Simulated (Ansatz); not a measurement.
The same path of C₄H₁₃NSi (19 atoms, charge 0, multiplicity 1) was run 3 times with different band settings. Lost on the way: Si1–H2, Si1–C3. Made: H2–C3.

All numbers below come from RHF/cc-pVDZ in Ansatz.

Relaxed end points:

```xyz
19
Properties=species:S:1:pos:R:3
Si 0.071 -0.111 0.302
H -0.080 -0.259 1.778
C 1.903 0.041 -0.138
H 2.443 -0.878 0.104
H 2.057 0.260 -1.199
H 2.351 0.860 0.433
C -0.829 1.471 -0.226
H -1.890 1.427 0.037
H -0.398 2.349 0.266
H -0.757 1.626 -1.308
N -0.600 -1.572 -0.395
C -1.785 -2.183 0.168
H -1.884 -1.930 1.225
H -2.708 -1.869 -0.341
H -1.727 -3.275 0.096
C -0.390 -1.927 -1.781
H -1.213 -1.598 -2.433
H 0.532 -1.485 -2.164
H -0.299 -3.013 -1.892
```

```xyz
19
Properties=species:S:1:pos:R:3
Si -1.728 0.218 0.496
H 2.569 0.276 1.550
C 2.769 -0.312 0.653
H 1.851 -0.807 0.332
H 3.126 0.346 -0.141
H 3.530 -1.062 0.871
C -1.371 1.609 -0.789
H -2.047 1.560 -1.650
H -1.512 2.582 -0.311
H -0.343 1.569 -1.167
N -1.446 -1.230 -0.417
C -1.629 -2.517 0.235
H -1.918 -2.379 1.276
H -2.410 -3.104 -0.261
H -0.706 -3.106 0.211
C -1.062 -1.388 -1.808
H -1.828 -1.940 -2.363
H -0.921 -0.427 -2.293
H -0.126 -1.951 -1.891
```

Common settings: movable images 7; climbing image yes; spring 5.0 eV/Å²; optimiser quadratic models (default); iteration limit 60; end points relaxed.

| run | start path | force threshold |
| --- | --- | --- |
| 1 | through a guess of the saddle point | 0.05 eV/Å |
| 2 | through a guess of the saddle point | 0.2 eV/Å |
| 3 | straight line | 0.05 eV/Å |

Problem. What does each run give, and how far can it be trusted?

Solution. Run 1: converged after 32 iterations, highest image 4.025 eV above the first end. The profile has 2 maxima (images 2, 4) with wells between them (image 3): this band takes more than one step, which may be the mechanism or a detour left from its start path. Neighbouring images differ by up to 4.0 eV, so the band resolves the path poorly. A vibrational analysis at the climbing image gives one clearly imaginary mode, 1669i cm⁻¹: a first-order saddle point.
Run 2: converged after 14 iterations, highest image 4.109 eV above the first end. The threshold of 0.2 eV/Å is loose, so the images may lie well off the minimum-energy path. Neighbouring images differ by up to 3.9 eV, so the band resolves the path poorly. The order of the stationary point at the top wasn't checked.
Run 3: converged after 21 iterations, highest image 4.026 eV above the first end. Neighbouring images differ by up to 3.8 eV, so the band resolves the path poorly. Another band between the same ends (7 images) ends at a top of the same energy, where a vibrational analysis finds 1 clearly imaginary mode.
The orbitals stay closed-shell, which can raise the energy where a bond breaks towards radicals; this wasn't checked here.
